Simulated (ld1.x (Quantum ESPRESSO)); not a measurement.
## Transferability test, ultrasoft potential for Tc (Z = 43)

```
Element                 : technetium (Tc)
Generator               : ld1.x (Quantum ESPRESSO) 7.5
Type                    : ultrasoft
Functional              : PW91
Relativity              : fully relativistic
Frozen core             : [Ar] 3d10
Valence charge          : 15
Reference configuration : 4s2 4p6 4d5 5s2 5p0
Partial waves           : 4s (bound): rcut 1.35, rcutus 1.50 bohr; 5s (bound): rcut 1.35, rcutus 1.50 bohr; 4p (bound): rcut 1.55, rcutus 1.70 bohr; 5p (bound, empty): rcut 1.55, rcutus 1.70 bohr; 4d (bound): rcut 1.60, rcutus 2.20 bohr; 4d channel at -0.1 Ry: rcut 1.60, rcutus 2.20 bohr
Local potential         : all-electron potential smoothed inside 1.25 bohr (lloc = -1)
Core correction         : a·sin(br)/r model core, default radius (core density twice the valence density)
Augmentation charge     : built from norm-conserving waves at rcut, not smoothed further
```

Open shells are filled in proportion to 2j + 1 (rel_dist='average').

Energies are relative to the spin-unpolarised reference configuration 4s2 4p6 4d5 5s2 5p0; without spin polarisation the order of configurations can differ from experiment.

Question: Give the all-electron excitation energy and the error of the potential for: 4s2 4p6 4d5 5s1 5p0; 4s2 4p6 4d5 5s0 5p0; 4s2 4p6 4d4 5s0 5p0; 4s2 4p6 4d4 5s2 5p0; 4s1 4p6 4d5 5s2 5p0; 4s2 4p6 4d6 5s1 5p0; 4s2 4p6 4d5.5 5s1.5 5p0.

Answer:

```json
{"valence configuration": "4s2 4p6 4d5 5s1 5p0", "charge": "+1", "ΔE all-electron (eV)": "8.218", "error AE − PS (meV)": "+1091"}
{"valence configuration": "4s2 4p6 4d5 5s0 5p0", "charge": "+2", "ΔE all-electron (eV)": "23.135", "error AE − PS (meV)": "+3148"}
{"valence configuration": "4s2 4p6 4d4 5s0 5p0", "charge": "+3", "ΔE all-electron (eV)": "51.906", "error AE − PS (meV)": "+3222"}
{"valence configuration": "4s2 4p6 4d4 5s2 5p0", "charge": "+1", "ΔE all-electron (eV)": "11.695", "error AE − PS (meV)": "-1184"}
{"valence configuration": "4s1 4p6 4d5 5s2 5p0", "charge": "+1", "ΔE all-electron (eV)": "79.996", "error AE − PS (meV)": "-1459"}
{"valence configuration": "4s2 4p6 4d6 5s1 5p0", "charge": "0", "ΔE all-electron (eV)": "-0.932", "error AE − PS (meV)": "+1686"}
{"valence configuration": "4s2 4p6 4d5.5 5s1.5 5p0", "charge": "0", "ΔE all-electron (eV)": "-0.630", "error AE − PS (meV)": "+896"}
```

Levels in the configuration 4s2 4p6 4d5 5s0 5p0:

| level | all-electron (eV) | pseudo (eV) |
| --- | --- | --- |
| 4s j=1/2 | -89.658 | -89.792 |
| 4p j=1/2 | -63.667 | -63.723 |
| 4p j=3/2 | -60.710 | -60.747 |
| 4d j=3/2 | -22.751 | -22.719 |
| 4d j=5/2 | -22.442 | -22.410 |

These tests converged, but a pseudo level misses the all-electron one widely, so the file describes the atom poorly there or has found another state: 4s2 4p6 4d5 5s0 5p0: empty 5s by 3.7 eV; 4s2 4p6 4d4 5s0 5p0: empty 5s by 4.6 eV.

A Bessel basis up to 400 Ry misses an occupied level by 1.29 Ry, so cutoffs and ghosts were not judged. The potential misses its own reference levels by up to 1.3 eV, so it is not fit for use.
